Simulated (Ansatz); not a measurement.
Ansatz (a program for electronic structure) input (CCSD(T)/def2-SVPD):

Ansatz 0.2 input:
```yaml
crystal:
  periodic: [false, false, false]
  atoms:
    - {symbol: Ga, position_ang: [-0.15008492, 0.17876086, 0.45425558]}
    - {symbol: Cl, position_ang: [-1.74237149, -1.19638979, -0.45388366]}
    - {symbol: Cl, position_ang: [0.22404818, 1.89284813, -1.01987532]}
    - {symbol: Cl, position_ang: [1.79200758, -1.02243402, 0.64541056]}
basis:
  gaussian:
    orbitals: def2-SVPD
total_charge: -1
magnetization: {spin_polarized: true, initial_magnetization: 1}
correlation: {method: ccsd_t, electrons: outside_noble_gas}
output: {forces: true}
```

Output:

```
Functional definition: HF
integrals: 0.33 GiB planned
1096 factors; integrals over basis functions are off by at most 2.2e-4 eV
mean field: 1.02 GiB planned
mean field evaluation 1: about -89832.3287 eV, gradient 1.2e1 eV
mean field evaluation 2: about -89832.3480 eV, gradient 1.2e1 eV
mean field evaluation 4: about -89833.6807 eV, gradient 2.0e0 eV
mean field evaluation 8: about -89833.7738 eV, gradient 1.4e-1 eV
mean field evaluation 16: about -89833.3885 eV, gradient 7.1e0 eV
mean field evaluation 32: about -89829.2872 eV, gradient 5.3e-1 eV
mean field -89833.77441782 eV, -3301.3303183355 hartree, gradient 2.5e-6 eV, S^2 0.754399; 0 other end points of the search recorded, 0 dependent functions left out
29 core orbitals not correlated
reference -89833.77441782 eV, -3301.3303183355 hartree; 13, 12 occupied and 77, 78 virtual orbitals, 1096 factors
densities: 1.42 GiB planned
second order -13.47044261 eV of doubles, -0.00000000 eV of singles
coupled cluster: 0.88 GiB planned
cycle   1  -14.18245258 eV  change   -7.1e-1 eV  update   7.5e-2
cycle   2  -14.42622166 eV  change   -2.4e-1 eV  update   2.3e-2
cycle   3  -14.48023042 eV  change   -5.4e-2 eV  update   1.2e-2
cycle   4  -14.47587481 eV  change    4.4e-3 eV  update   4.0e-3
cycle   5  -14.47422648 eV  change    1.6e-3 eV  update   1.7e-3
cycle   6  -14.47475279 eV  change   -5.3e-4 eV  update   6.4e-4
cycle   7  -14.47501962 eV  change   -2.7e-4 eV  update   2.2e-4
cycle   8  -14.47504426 eV  change   -2.5e-5 eV  update   7.7e-5
cycle   9  -14.47503173 eV  change    1.3e-5 eV  update   3.3e-5
cycle  10  -14.47502425 eV  change    7.5e-6 eV  update   1.2e-5
cycle  11  -14.47502475 eV  change   -5.0e-7 eV  update   4.4e-6
cycle  12  -14.47502583 eV  change   -1.1e-6 eV  update   1.7e-6
perturbative correction -0.41462902 eV, -0.0152373356 hartree
the calculation of the forces begins
Total energy: -89848.66407267 eV, -3301.8775030588 hartree
Atom 0 at    -0.150085     0.178761     0.454256 Å, force    -0.040965     0.048792     0.123986 eV/Å
Atom 1 at    -1.742371    -1.196390    -0.453884 Å, force    -0.041743    -0.049127    -0.046699 eV/Å
Atom 2 at     0.224048     1.892848    -1.019875 Å, force     0.017668     0.044207    -0.063800 eV/Å
Atom 3 at     1.792008    -1.022434     0.645411 Å, force     0.065040    -0.043872    -0.013487 eV/Å
Dipole moment:    -0.081180     0.096691     0.245704 e Å
```
